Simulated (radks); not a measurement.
All-electron atom: Rh I in [Kr] 4d8 5s1. Method: Dirac Kohn-Sham, LDA (Slater exchange, Perdew-Wang correlation), spin-unpolarised, spherical densities, point nucleus; open shells fill j = l - 1/2 first; computed with a radial shooting solver on a logarithmic mesh with Libxc functionals.

Spin-orbit splittings of the eigenvalues, e(l+1/2) - e(l-1/2), with zeta = 2 splitting/(2l+1) and mean radii in bohr:

| shell | occ. | splitting (eV) | zeta (eV) | <r> j=l-1/2 | <r> j=l+1/2 |
|---|---|---|---|---|---|
| 2p | 6 | 144.4 | 96.26 | 0.1204 | 0.1252 |
| 3p | 6 | 24.85 | 16.57 | 0.3835 | 0.3944 |
| 3d | 10 | 4.906 | 1.962 | 0.3686 | 0.3721 |
| 4p | 6 | 3.958 | 2.639 | 1.060 | 1.092 |
| 4d | 8 | ? | ? | 1.581 | 1.609 |

Estimate the 4d splitting.

Answer. 0.3943 eV (zeta = 0.1577 eV).
